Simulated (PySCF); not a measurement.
# Dipole response of Be²⁺ (beryllium, charge +2)

1s2, closed-shell 1S. Computed with PySCF 2.14 in x2c-TZVPPall with one added diffuse shell of s type (6s3p1d, 20 functions), with scalar relativity by spin-free X2C-1e. Coupled (time-dependent) response in atomic units; α is the mean over directions. The basis has no added diffuse functions, which lowers α and C₆.

```
method  mean α (bohr³)  C₆ (like pair)     S(−4)
   UHF         0.04027        0.007917  0.001184
   PBE         0.04308        0.008533  0.001485
  PBE0         0.04225        0.008355  0.001390
  PW91         0.04309        0.008539  0.001483
```

S(−4) is the Cauchy moment in α(ω) = α(0) + S(−4) ω² + …

α(iu) at UHF:

```json
{"u (hartree)": "0", "α(iu) (bohr³)": "0.04027"}
{"u (hartree)": "0.0500", "α(iu) (bohr³)": "0.04027"}
{"u (hartree)": "0.100", "α(iu) (bohr³)": "0.04026"}
{"u (hartree)": "0.200", "α(iu) (bohr³)": "0.04023"}
{"u (hartree)": "0.300", "α(iu) (bohr³)": "0.04017"}
{"u (hartree)": "0.500", "α(iu) (bohr³)": "0.03998"}
{"u (hartree)": "0.750", "α(iu) (bohr³)": "0.03962"}
{"u (hartree)": "1.00", "α(iu) (bohr³)": "0.03913"}
{"u (hartree)": "1.50", "α(iu) (bohr³)": "0.03782"}
{"u (hartree)": "2.00", "α(iu) (bohr³)": "0.03617"}
{"u (hartree)": "3.00", "α(iu) (bohr³)": "0.03234"}
{"u (hartree)": "5.00", "α(iu) (bohr³)": "0.02476"}
```

For an ion, C₆ is the dispersion term alone; charge-induced terms of lower order in 1/R come first.
